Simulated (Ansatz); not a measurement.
Computed with frozen-core CCSD(T)/cc-pVTZ // B3LYP-D3(BJ)/def2-SVP in Ansatz (an electronic-structure program).

Ansatz 0.2 input:
```yaml
crystal:
  periodic: [false, false, false]
  atoms:
    - { symbol: B, position_ang: [-0.001714, 0.0028, -0.020219] }
    - { symbol: C, position_ang: [0.79122, 0.531464, -1.357267] }
    - { symbol: H, position_ang: [0.671389, -0.259765, -2.11745] }
    - { symbol: H, position_ang: [1.873588, 0.676174, -1.206833] }
    - { symbol: H, position_ang: [0.376028, 1.458566, -1.785269] }
    - { symbol: C, position_ang: [0.675737, -1.336568, 0.645275] }
    - { symbol: H, position_ang: [0.182685, -1.672746, 1.572098] }
    - { symbol: H, position_ang: [1.755293, -1.23818, 0.845213] }
    - { symbol: H, position_ang: [0.554738, -2.143013, -0.098606] }
    - { symbol: C, position_ang: [-1.622585, -0.136475, -0.242494] }
    - { symbol: H, position_ang: [-1.761078, -0.934041, -0.992879] }
    - { symbol: H, position_ang: [-2.097778, 0.773539, -0.643949] }
    - { symbol: H, position_ang: [-2.173145, -0.442331, 0.662217] }
    - { symbol: O, position_ang: [0.307476, 1.958128, 1.822014] }
    - { symbol: C, position_ang: [0.177926, 1.138029, 1.048984] }
basis:
  gaussian: { orbitals: cc-pVTZ }
correlation:
  method: ccsd_t
```

Output:

```
Functional definition: HF
1724 factors; integrals over basis functions are off by at most 1.1e-3 eV
mean field evaluation 1: about -6969.9174 eV, gradient 4.7e1 eV
mean field evaluation 2: about -6970.2062 eV, gradient 4.7e1 eV
mean field evaluation 4: about -6975.5743 eV, gradient 5.7e0 eV
mean field evaluation 8: about -6975.6663 eV, gradient 3.3e-1 eV
mean field evaluation 16: about -6969.9172 eV, gradient 4.7e1 eV
mean field -6975.66681704 eV, -256.3510272493 hartree, gradient 2.5e-6 eV, S^2 0.000000; 0 other end points of the search recorded, 0 dependent functions left out
6 core orbitals not correlated
reference -6975.66681704 eV, -256.3510272493 hartree; 17, 17 occupied and 283, 283 virtual orbitals, 1724 factors
second order -28.07382185 eV of doubles, -0.00000000 eV of singles
cycle   1  -28.33388495 eV  change   -2.6e-1 eV  update   1.3e-1
cycle   2  -29.06702797 eV  change   -7.3e-1 eV  update   4.2e-2
cycle   3  -29.26593109 eV  change   -2.0e-1 eV  update   2.1e-2
cycle   4  -29.25402616 eV  change    1.2e-2 eV  update   4.9e-3
cycle   5  -29.25415382 eV  change   -1.3e-4 eV  update   2.1e-3
cycle   6  -29.25404652 eV  change    1.1e-4 eV  update   6.4e-4
cycle   7  -29.25379903 eV  change    2.5e-4 eV  update   4.0e-4
cycle   8  -29.25372989 eV  change    6.9e-5 eV  update   1.2e-4
cycle   9  -29.25374660 eV  change   -1.7e-5 eV  update   4.8e-5
cycle  10  -29.25372442 eV  change    2.2e-5 eV  update   1.1e-5
perturbative correction -1.29444876 eV, -0.0475701144 hartree
Total energy: -7006.21499021 eV, -257.4736519071 hartree
```

Cost: about 22 core-minutes (a rough figure).
